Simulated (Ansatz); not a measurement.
Born–Oppenheimer molecular dynamics of H$_{10}$OSi$_{4}$ (15 atoms, charge 0, multiplicity 1). It starts from a relaxed structure.

The calculation used Ansatz, RKS LDA/STO-3G.

| Item | Value |
| --- | --- |
| ensemble | NVE (velocity Verlet) |
| time step | 1 fs |
| steps asked | 166 |
| starting velocities drawn for | 3000 K |
| masses | H 3.016 u |
| seed | 653542 |

First frame:

```xyz
15
Properties=species:S:1:pos:R:3
Si -0.037 0.004 -0.016
Si 0.037 -0.141 2.238
H -1.292 -0.059 2.816
H 0.608 -1.409 2.651
H 0.834 0.914 2.834
Si 2.043 0.166 -0.849
H 2.832 -0.977 -0.431
H 2.042 0.192 -2.298
H 2.717 1.360 -0.378
O -0.828 1.450 -0.552
H -1.772 1.360 -0.151
Si -1.038 -1.865 -0.802
H -2.263 -2.163 -0.084
H -1.378 -1.750 -2.207
H -0.163 -3.012 -0.657
```

Task: How far do the bonds stretch over the last three quarters of this one trajectory? (Pairs bonded in most of those frames.)

Result: 
```json
{"bond": "Si1–Si2", "mean (Å)": "2.277", "spread (Å)": "0.088", "shortest": "2.13", "longest": "2.41"}
{"bond": "Si1–Si6", "mean (Å)": "2.284", "spread (Å)": "0.095", "shortest": "2.12", "longest": "2.46"}
{"bond": "Si1–O10", "mean (Å)": "1.769", "spread (Å)": "0.088", "shortest": "1.62", "longest": "1.94"}
{"bond": "Si1–Si12", "mean (Å)": "2.300", "spread (Å)": "0.085", "shortest": "2.07", "longest": "2.40"}
{"bond": "Si2–H3", "mean (Å)": "1.461", "spread (Å)": "0.041", "shortest": "1.39", "longest": "1.53"}
{"bond": "Si2–H4", "mean (Å)": "1.460", "spread (Å)": "0.027", "shortest": "1.41", "longest": "1.50"}
{"bond": "Si2–H5", "mean (Å)": "1.455", "spread (Å)": "0.011", "shortest": "1.44", "longest": "1.48"}
{"bond": "Si6–H7", "mean (Å)": "1.470", "spread (Å)": "0.057", "shortest": "1.37", "longest": "1.56"}
{"bond": "Si6–H8", "mean (Å)": "1.472", "spread (Å)": "0.068", "shortest": "1.34", "longest": "1.61"}
{"bond": "Si6–H9", "mean (Å)": "1.468", "spread (Å)": "0.053", "shortest": "1.38", "longest": "1.56"}
{"bond": "O10–H11", "mean (Å)": "1.038", "spread (Å)": "0.023", "shortest": "0.99", "longest": "1.08"}
{"bond": "Si12–H13", "mean (Å)": "1.473", "spread (Å)": "0.076", "shortest": "1.33", "longest": "1.61"}
{"bond": "Si12–H14", "mean (Å)": "1.457", "spread (Å)": "0.052", "shortest": "1.38", "longest": "1.54"}
{"bond": "Si12–H15", "mean (Å)": "1.528", "spread (Å)": "0.200", "shortest": "1.23", "longest": "1.80"}
```

Mean temperature of the second half: 1504 K. The conserved energy stayed within 2.4 meV per atom of its start (net change 0.91 meV per atom), so the integration is sound. The temperature averaged 0.50 of the 3000 K drawn at the start: a run that starts near a minimum puts about half its kinetic energy into the potential. A run of 0.17 ps of so small a system gives no equilibrium averages. Limits of this set-up: minimal basis.

The run took 8.1 min on 1 thread of Arm Neoverse V1, with other jobs on the host, peak memory 0.1 GiB.
